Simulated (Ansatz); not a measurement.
[WOF4]- (WOF₄⁻), 6 atoms. Hardware: 4 threads of Arm Neoverse V1 on a shared host.

In the def2 sets W takes a core potential; there is no spin–orbit coupling. Correlated methods freeze 5 core orbitals; core or outer-core shells of W are correlated, in sets that lack core-valence functions.

Task: How many basis functions does each of these Ansatz runs have, and roughly what does it cost? ωB97M-V/def2-TZVPD, charge -1 doublet, energy, from earlier orbitals; PBE-D4/def2-TZVPD, charge -1 doublet, energy, from earlier orbitals; PBE0-D4/def2-TZVPD, charge 0 singlet at the geometry of the charge -1 doublet, energy; MP2/def2-TZVPD, charge -1 doublet, energy, from earlier orbitals; PBE-D4/def2-SVPD, charge -1 doublet, energy, from earlier orbitals; ωB97X-V/def2-TZVPD, charge 0 singlet at the geometry of the charge -1 doublet, energy, from earlier orbitals; PBE-D4/def2-TZVPD, charge 0 singlet at the geometry of the charge -1 doublet, energy, from earlier orbitals; PBE0-D4/def2-TZVPD, charge -1 doublet, energy and forces, from earlier orbitals; r2SCAN-D4/def2-TZVPD, charge -1 doublet, energy, from earlier orbitals; PBE-D4/def2-SVP, charge -1 doublet, energy with a search over starts; CCSD(T)/def2-SVPD, charge 0 singlet at the geometry of the charge -1 doublet, energy, from earlier orbitals; RPA@PBE/def2-TZVPD, charge -1 doublet, energy, from earlier orbitals.

Result: Other jobs shared the machine, so times can vary by a factor of up to 3. A dash marks memory too small to be measured apart from the calling script's.

| run | functions | fitting or Cholesky vectors | wall time | peak host memory (GiB) |
| --- | --- | --- | --- | --- |
| PBE-D4/def2-TZVPD, charge 0 singlet at the geometry of the charge -1 doublet, energy, from earlier orbitals | 243 | 1318 | 3.1 s | – |
| PBE-D4/def2-SVPD, charge -1 doublet, energy, from earlier orbitals | 150 | 1241 | 3.3 s | – |
| PBE0-D4/def2-TZVPD, charge 0 singlet at the geometry of the charge -1 doublet, energy | 243 | 1388 | 3.9 s | 0.63 |
| PBE-D4/def2-SVP, charge -1 doublet, energy with a search over starts | 102 | 1042 | 4.7 s | – |
| PBE-D4/def2-TZVPD, charge -1 doublet, energy, from earlier orbitals | 243 | 1318 | 6 s | – |
| MP2/def2-TZVPD, charge -1 doublet, energy, from earlier orbitals | 243 | 1657 | 9.5 s | 0.76 |
| ωB97X-V/def2-TZVPD, charge 0 singlet at the geometry of the charge -1 doublet, energy, from earlier orbitals | 243 | 1358 | 11 s | 0.81 |
| r2SCAN-D4/def2-TZVPD, charge -1 doublet, energy, from earlier orbitals | 243 | 1318 | 12 s | – |
| PBE0-D4/def2-TZVPD, charge -1 doublet, energy and forces, from earlier orbitals | 243 | 1388 | 17 s | 0.89 |
| ωB97M-V/def2-TZVPD, charge -1 doublet, energy, from earlier orbitals | 243 | 1358 | 23 s | 1.3 |
| RPA@PBE/def2-TZVPD, charge -1 doublet, energy, from earlier orbitals | 243 | 1657 | 25 s | 0.83 |
| CCSD(T)/def2-SVPD, charge 0 singlet at the geometry of the charge -1 doublet, energy, from earlier orbitals | 150 | 1425 | 69 s | 1.6 |
